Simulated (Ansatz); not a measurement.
```yaml
crystal:
  periodic: [false, false, false]
  atoms:
    - {symbol: F, position_ang: [-0.441766, 1.707819, 0.233121]}
    - {symbol: C, position_ang: [-0.068224, 0.847667, 1.316776]}
    - {symbol: C, position_ang: [0.251304, -0.476518, 0.755131]}
    - {symbol: In, position_ang: [0.651664, -0.153492, -1.349407]}
    - {symbol: S, position_ang: [-0.987586, -0.995493, -2.853849]}
    - {symbol: H, position_ang: [-0.974755, 0.854997, 1.960274]}
    - {symbol: H, position_ang: [0.785312, 1.310965, 1.754335]}
    - {symbol: H, position_ang: [-0.570386, -1.208904, 0.826081]}
    - {symbol: H, position_ang: [1.067948, -0.978453, 1.279766]}
    - {symbol: H, position_ang: [2.019830, 0.572580, -2.042513]}
    - {symbol: H, position_ang: [-1.800969, -1.480276, -1.850420]}
basis:
  gaussian: {orbitals: ANO-RCC-VTZP, fitting: {mean_field: cc-pVTZ-jkfit}, point_charges: [{charge: -1.00, position_ang: [4.953, -0.017, -0.029]}]}
hamiltonian: {xc: {name: wB97X-V}}
scf: {lower_state_search: light}
output: {forces: true}
```

```sh
$ ansatz run in.yaml --threads 4 --pin off --events-out ev --progress --plain --max-ram 10444MiB
```

Q: How does Ansatz answer? (An estimate is asked.)

A: Computed: The program refused the input.
```
Functional definition: wB97X-V
Error: <dir> the basis set cc-pVTZ-JKFIT has no functions for In
```
